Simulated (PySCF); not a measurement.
C₅H₆O₂.

```xyz
13

C      0.4433    -2.5637     0.0000
C      0.0710    -1.1132     0.0000
C     -1.1854    -0.5791     0.0000
O     -1.1229     0.7974     0.0000
C      0.1784     1.1251     0.0000
O      0.3992     2.4498     0.0000
C      0.9783     0.0123     0.0000
H      1.0447    -2.8209    -0.8878
H     -0.4519    -3.2025     0.0000
H      1.0447    -2.8209     0.8878
H     -2.1842    -1.0033     0.0000
H      1.3563     2.5965     0.0000
H      2.0657    -0.0139     0.0000
```

Geometry optimised at TPSSh-D3(BJ)/def2-SVP. Other conformers were not sampled.

Computed with PBE/pcSseg-1 in PySCF. Non-relativistic, no solvent.

Task: Give the absolute GIAO shielding of each atom: isotropic value and principal components (ppm). (The exact figures need the calculation; the answer reports its results.)

Result: 
```tsv
atom	σ(iso)	σ11	σ22	σ33	span
C1	166.7	153.9	162.3	184.0	30.1
C2	53.6	-23.2	42.4	141.8	165.0
C3	49.2	-14.1	71.9	89.9	104.0
O4	45.6	-71.6	18.0	190.4	262.0
C5	16.2	-44.0	28.9	63.7	107.7
O6	210.9	142.6	238.7	251.4	108.7
C7	95.8	48.1	96.1	143.1	95.0
H8	29.1	24.7	27.3	35.3	10.5
H9	29.3	24.9	28.2	34.8	9.8
H10	29.1	24.7	27.3	35.3	10.5
H11	24.7	22.0	25.9	26.1	4.1
H12	27.2	19.6	26.0	36.1	16.5
H13	26.3	23.6	27.4	27.8	4.2
```
